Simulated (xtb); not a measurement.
Mg (SMILES [Mg]), singlet (GFN-xTB shapes and energies of metal compounds can be far from the true ones); GFN2-xTB run with xtb.

Here is a job for xtb.
```
$ xtb mol.xyz --gfn 2 --acc 30 --json

# file mol.xyz
1

Mg     0.00000000     0.00000000     0.00000000
```

Question: Write the output that xtb gives for this input, abridged.

Answer: 
```
   ID    Z sym.   atoms
    1   12 Mg     1

           -------------------------------------------------
          |                Calculation Setup                |
           -------------------------------------------------

           -------------------------------------------------
          |                 G F N 2 - x T B                 |
           -------------------------------------------------

          ...................................................
          :                      SETUP                      :
          :.................................................:
          :  # basis functions                  10          :
          :  # atomic orbitals                   9          :
          :  # shells                            3          :
          :  # electrons                         2          :
          :  max. iterations                   250          :
          :  Hamiltonian                  GFN2-xTB          :
          :  restarted?                      false          :
          :  GBSA solvation                  false          :
          :  PC potential                    false          :
          :  electronic temp.          300.0000000     K    :
          :  accuracy                   30.0000000          :
          :  -> integral cutoff          0.2000000E+02      :
          :  -> integral neglect         0.3000000E-06      :
          :  -> SCF convergence          0.3000000E-04 Eh   :
          :  -> wf. convergence          0.3000000E-02 e    :
          :  Broyden damping             0.4000000          :
          :  net charge                          0          :
          :  unpaired electrons                  0          :
          ...................................................

 iter      E             dE          RMSdq      gap      omega  full diag
   1     -0.4659747 -0.465975E+00  0.777E-16    4.88       4.9  T
   2     -0.4659747  0.000000E+00  0.622E-16    4.88       4.9  T
   3     -0.4659747  0.000000E+00  0.479E-16    4.88       4.9  T

   *** convergence criteria satisfied after 3 iterations ***

         :::::::::::::::::::::::::::::::::::::::::::::::::::::
         ::                     SUMMARY                     ::
         :::::::::::::::::::::::::::::::::::::::::::::::::::::
         :: total energy              -0.465974663792 Eh    ::
         :: gradient norm              0.000000000000 Eh/a0 ::
         :: HOMO-LUMO gap              4.881711000000 eV    ::
         ::.................................................::
         :: SCC energy                -0.465974663792 Eh    ::
         :: -> isotropic ES            0.000000000000 Eh    ::
         :: -> anisotropic ES          0.000000000000 Eh    ::
         :: -> anisotropic XC          0.000000000000 Eh    ::
         :: -> dispersion              0.000000000000 Eh    ::
         :: repulsion energy           0.000000000000 Eh    ::
         :: add. restraining           0.000000000000 Eh    ::
         :: total charge              -0.000000000000 e     ::
         :::::::::::::::::::::::::::::::::::::::::::::::::::::

           -------------------------------------------------
          |                Property Printout                |
           -------------------------------------------------

    * Orbital Energies and Occupations

         #    Occupation            Energy/Eh            Energy/eV
      -------------------------------------------------------------
         1        2.0000           -0.2329873              -6.3399 (HOMO)
         2                         -0.0535878              -1.4582 (LUMO)
         3                         -0.0535878              -1.4582
         4                         -0.0535878              -1.4582
         5                         -0.0535878              -1.4582
         6                         -0.0535878              -1.4582
         7                         -0.0256396              -0.6977
         8                         -0.0256396              -0.6977
         9                         -0.0256396              -0.6977
      -------------------------------------------------------------
                  HL-Gap            0.1793996 Eh            4.8817 eV
             Fermi-level           -0.1432875 Eh           -3.8991 eV

     #   Z          covCN         q      C6AA      α(0)
     1  12 Mg       0.000    -0.000   702.168    75.574

 Mol. C6AA /au·bohr⁶  :        702.168257
 Mol. C8AA /au·bohr⁸  :      62866.377236
 Mol. α(0) /au        :         75.573600

Wiberg/Mayer (AO) data.
largest (>0.10) Wiberg bond orders for each atom

 ---------------------------------------------------------------------------
     #   Z sym  total        # sym  WBO       # sym  WBO       # sym  WBO
 ---------------------------------------------------------------------------
     1  12 Mg   0.000
 ---------------------------------------------------------------------------

molecular dipole:
                 x           y           z       tot (Debye)
 q only:        0.000       0.000       0.000
   full:        0.000       0.000       0.000       0.000
molecular quadrupole (traceless):
                xx          xy          yy          xz          yz          zz
 q only:        0.000       0.000       0.000       0.000       0.000       0.000
  q+dip:        0.000       0.000       0.000       0.000       0.000       0.000
   full:        0.000       0.000       0.000       0.000       0.000       0.000

           -------------------------------------------------
          | TOTAL ENERGY               -0.465974663792 Eh   |
          | GRADIENT NORM               0.000000000000 Eh/α |
          | HOMO-LUMO GAP               4.881711000000 eV   |
           -------------------------------------------------

normal termination of xtb
```
